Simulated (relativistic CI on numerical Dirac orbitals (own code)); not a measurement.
**Inner-shell lines of Ba XXXIII**

These numbers are calculated, not measured: Dirac-Coulomb-Breit CI, separate exchange-only KLI orbitals for each configuration, model QED, valence Slater integrals scaled by 0.85 (own radial code, finite nucleus).

Configuration list (outside the closed core 1s2 2s2 3s2 3p6): 2p⁶3d⁶, 2p⁵3d⁷, 2p⁵3d⁶4s. Levels of other configurations are missing.

The table holds the strongest lines. The upper levels have an inner-shell vacancy. Auger decay, open to those above the ionisation limit, is not computed, and radiative decays to configurations outside the model are missing too. Absolute energies can be off by a few tenths of a per cent, and at this charge the scaling can make term splittings too narrow, so close lines can change order. LS names give the leading component, which can be well under half, for lower levels too. Brackets number the levels in order of energy.

| λ (Å) | Upper | Lower | A (s⁻¹) | gA (s⁻¹) |
| --- | --- | --- | --- | --- |
| 2.70953 | 2p⁵3d⁷ ³G°5 [36] | 2p⁶3d⁶ ⁵D4 [1] | 1.39e+14 | 1.52e+15 |
| 2.70621 | 2p⁵3d⁷ ¹D°2 [102] | 2p⁶3d⁶ ¹D2 [32] | 3.26e+14 | 1.63e+15 |
| 2.70567 | 2p⁵3d⁷ ³I°6 [79] | 2p⁶3d⁶ ¹I6 [21] | 1.52e+14 | 1.97e+15 |
| 2.70542 | 2p⁵3d⁷ ³H°5 [56] | 2p⁶3d⁶ ³G5 [8] | 1.85e+14 | 2.04e+15 |
| 2.70258 | 2p⁵3d⁷ ³H°6 [61] | 2p⁶3d⁶ ³H6 [7] | 3.60e+14 | 4.68e+15 |
| 2.7025 | 2p⁵3d⁷ ¹G°4 [58] | 2p⁶3d⁶ ⁵D4 [6] | 2.80e+14 | 2.52e+15 |
| 2.7023 | 2p⁵3d⁷ ³G°5 [83] | 2p⁶3d⁶ ³H5 [19] | 1.55e+14 | 1.70e+15 |
| 2.70108 | 2p⁵3d⁷ ⁵D°4 [43] | 2p⁶3d⁶ ⁵D4 [1] | 4.45e+14 | 4.00e+15 |
| 2.70102 | 2p⁵3d⁷ ³D°2 [105] | 2p⁶3d⁶ ³F3 [31] | 3.65e+14 | 1.82e+15 |
| 2.70098 | 2p⁵3d⁷ ⁵D°3 [57] | 2p⁶3d⁶ ⁵D3 [4] | 3.67e+14 | 2.57e+15 |
| 2.70091 | 2p⁵3d⁷ ³G°3 [77] | 2p⁶3d⁶ ³G4 [12] | 3.42e+14 | 2.39e+15 |
| 2.70075 | 2p⁵3d⁷ ³G°4 [78] | 2p⁶3d⁶ ³G4 [12] | 2.68e+14 | 2.41e+15 |
| 2.70069 | 2p⁵3d⁷ ³D°2 [84] | 2p⁶3d⁶ ³F3 [17] | 3.85e+14 | 1.92e+15 |
| 2.70006 | 2p⁵3d⁷ ³F°3 [70] | 2p⁶3d⁶ ³F3 [10] | 2.50e+14 | 1.75e+15 |
| 2.69964 | 2p⁵3d⁷ ¹F°3 [104] | 2p⁶3d⁶ ¹G4 [29] | 4.53e+14 | 3.17e+15 |
| 2.69933 | 2p⁵3d⁷ ³D°3 [101] | 2p⁶3d⁶ ³F4 [28] | 4.15e+14 | 2.90e+15 |
| 2.6984 | 2p⁵3d⁷ ³D°3 [97] | 2p⁶3d⁶ ¹G4 [24] | 3.22e+14 | 2.25e+15 |
| 2.69811 | 2p⁵3d⁷ ³G°4 [92] | 2p⁶3d⁶ ³H5 [19] | 3.79e+14 | 3.42e+15 |
| 2.69801 | 2p⁵3d⁷ ⁵P°3 [47] | 2p⁶3d⁶ ⁵D4 [1] | 5.18e+14 | 3.63e+15 |
| 2.698 | 2p⁵3d⁷ ¹H°5 [95] | 2p⁶3d⁶ ¹I6 [21] | 5.55e+14 | 6.11e+15 |
| 2.69798 | 2p⁵3d⁷ ³D°2 [93] | 2p⁶3d⁶ ¹F3 [20] | 4.17e+14 | 2.08e+15 |
| 2.69723 | 2p⁵3d⁷ ³G°5 [71] | 2p⁶3d⁶ ³H6 [7] | 4.83e+14 | 5.31e+15 |
| 2.69641 | 2p⁵3d⁷ ³F°4 [73] | 2p⁶3d⁶ ³G5 [8] | 5.30e+14 | 4.77e+15 |
| 2.69632 | 2p⁵3d⁷ ³F°3 [67] | 2p⁶3d⁶ ⁵D4 [6] | 3.02e+14 | 2.12e+15 |
| 2.69572 | 2p⁵3d⁷ ³G°3 [94] | 2p⁶3d⁶ ³F4 [18] | 2.77e+14 | 1.94e+15 |
| 2.69498 | 2p⁵3d⁷ ³F°3 [70] | 2p⁶3d⁶ ⁵D4 [6] | 2.44e+14 | 1.71e+15 |
| 2.50837 | 2p⁵3d⁷ ³G°5 [127] | 2p⁶3d⁶ ³F4 [28] | 1.61e+14 | 1.77e+15 |
| 2.50599 | 2p⁵3d⁷ ³I°6 [120] | 2p⁶3d⁶ ¹I6 [21] | 2.01e+14 | 2.61e+15 |
| 2.5056 | 2p⁵3d⁷ ³G°5 [108] | 2p⁶3d⁶ ³G5 [8] | 1.39e+14 | 1.53e+15 |
| 2.50552 | 2p⁵3d⁷ ³G°5 [108] | 2p⁶3d⁶ ³H6 [7] | 3.16e+14 | 3.47e+15 |
| 2.5037 | 2p⁵3d⁷ ³H°4 [121] | 2p⁶3d⁶ ³F4 [18] | 1.81e+14 | 1.63e+15 |
| 2.50365 | 2p⁵3d⁷ ¹G°4 [138] | 2p⁶3d⁶ ¹G4 [29] | 3.30e+14 | 2.97e+15 |
| 2.50334 | 2p⁵3d⁷ ⁵D°4 [107] | 2p⁶3d⁶ ⁵D3 [4] | 1.65e+14 | 1.48e+15 |
| 2.50315 | 2p⁵3d⁷ ³D°3 [139] | 2p⁶3d⁶ ¹G4 [29] | 2.42e+14 | 1.70e+15 |
| 2.50123 | 2p⁵3d⁷ ³G°5 [127] | 2p⁶3d⁶ ¹I6 [21] | 2.58e+14 | 2.84e+15 |
